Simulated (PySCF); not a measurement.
PySCF 2.14 output of an unrestricted PW91 calculation on a single atom or ion in aug-cc-pwCVTZ (10s9p7d4f3g, 127 functions), with no relativity, point nucleus:

```
SCF conv_tol = 1e-09
number electrons alpha = 11  beta = 10
    J. P. Perdew. In P. Ziesche and H. Eschrig, editors, Proceedings of the 75. WE-Heraeus-Seminar and 21st Annual International Symposium on Electronic Structure of Solids, 11. Berlin, 1991. Akademie Verlag.
    J. P. Perdew, J. A. Chevary, S. H. Vosko, K. A. Jackson, M. R. Pederson, D. J. Singh, and C. Fiolhais.,  Phys. Rev. B 46, 6671 (1992)
    J. P. Perdew, J. A. Chevary, S. H. Vosko, K. A. Jackson, M. R. Pederson, D. J. Singh, and C. Fiolhais.,  Phys. Rev. B 48, 4978 (1993)
    J. P. Perdew. In P. Ziesche and H. Eschrig, editors, Proceedings of the 75. WE-Heraeus-Seminar and 21st Annual International Symposium on Electronic Structure of Solids, 11. Berlin, 1991. Akademie Verlag.
    J. P. Perdew, J. A. Chevary, S. H. Vosko, K. A. Jackson, M. R. Pederson, D. J. Singh, and C. Fiolhais.,  Phys. Rev. B 46, 6671 (1992)
    J. P. Perdew, J. A. Chevary, S. H. Vosko, K. A. Jackson, M. R. Pederson, D. J. Singh, and C. Fiolhais.,  Phys. Rev. B 48, 4978 (1993)
cycle= 1 E= -760.63569747457  delta_E= -0.0154  |g|= 0.0449  |ddm|= 1.36
cycle= 2 E= -760.636819794403  delta_E= -0.00112  |g|= 0.0451  |ddm|= 0.543
cycle= 3 E= -760.638364153213  delta_E= -0.00154  |g|= 0.0225  |ddm|= 0.266
cycle= 4 E= -760.638870250861  delta_E= -0.000506  |g|= 0.0179  |ddm|= 0.128
cycle= 5 E= -760.639172589671  delta_E= -0.000302  |g|= 0.00826  |ddm|= 0.196
cycle= 6 E= -760.639209073353  delta_E= -3.65e-05  |g|= 0.00281  |ddm|= 0.0524
cycle= 7 E= -760.639213358174  delta_E= -4.28e-06  |g|= 0.000515  |ddm|= 0.0079
cycle= 8 E= -760.639213779743  delta_E= -4.22e-07  |g|= 2.76e-05  |ddm|= 0.00607
cycle= 9 E= -760.639213781789  delta_E= -2.05e-09  |g|= 5.68e-06  |ddm|= 0.000469
cycle= 10 E= -760.639213781806  delta_E= -1.71e-11  |g|= 1.12e-06  |ddm|= 3.05e-05
converged SCF energy = -760.639213781806  <S^2> = 1.1349767  2S+1 = 2.3537007
```

The run itself started from symmetry-adapted Hartree-Fock orbitals and held the occupation by maximum overlap, on a logarithmic radial grid, so the iterations belong to that start.

Which element, charge and spin multiplicity is this?

Sc (scandium, neutral), multiplicity 2; the state was [Ar] 3d1 4s2, 2D determinant.

⟨L²⟩ = 7.34 against 6 for a pure D term, so this real determinant mixes terms. ⟨S²⟩ = 1.13 against 0.75 shows spin contamination.
